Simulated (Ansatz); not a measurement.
Consider the isomerisation: `CO[SiH](N)[SiH3]` → `C[Si](N)(O)[SiH3]`.

Program: Ansatz. Geometries: PBE0-D4/def2-TZVP. ΔE: electronic, gas phase. CCSD(T)/CBS is the MP2 limit (def2-TZVPP, def2-QZVPP) plus CCSD(T) − MP2 in def2-TZVPP, frozen cores. Functionals use def2-TZVPP. Each species was taken in one conformer, which may not be the lowest.

```json
{"level": "PBE0-D4", "ΔE (eV)": "-1.06"}
{"level": "HF/def2-TZVPP", "ΔE (eV)": "-0.92"}
{"level": "CCSD/def2-TZVPP", "ΔE (eV)": "-1.03"}
{"level": "MP2/def2-QZVPP", "ΔE (eV)": "-1.13"}
```

Task: What does CCSD(T)/CBS give? (Estimate.)

Result: Ansatz gave: -1.08 eV. The listed levels differ from it by 0.02, 0.16, 0.05, -0.05 eV.

Largest T1 diagnostic among the species: 0.012.

In def2-TZVPP, CCSD(T) changes the Hartree–Fock value by −0.12 eV (the triples alone add −0.01 eV) and MP2 by −0.19 eV.
